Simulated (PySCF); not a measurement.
A structure optimised at B3LYP-D3(BJ)/def2-SVP, used in a PySCF frequency run:

```
In
O 1 1.9851
H 2 0.9689 1 110.24
O 1 1.9893 2 122.77 3 180.00
H 4 0.9687 1 110.78 2 180.00
N 1 2.0530 2 116.82 3 0.00
C 6 1.2082 1 146.57 2 180.00
O 7 1.1752 1 161.85 2 180.00
```
Charge 0, spin multiplicity 1.

Question: Write its SMILES, formula and point group.

Answer: O=C=[N][In]([OH])[OH], CH2InNO3, Cs

Question: What are its rotational constants (standard atomic weights)?

Answer: 4.5925, 1.1460, 0.91716 GHz
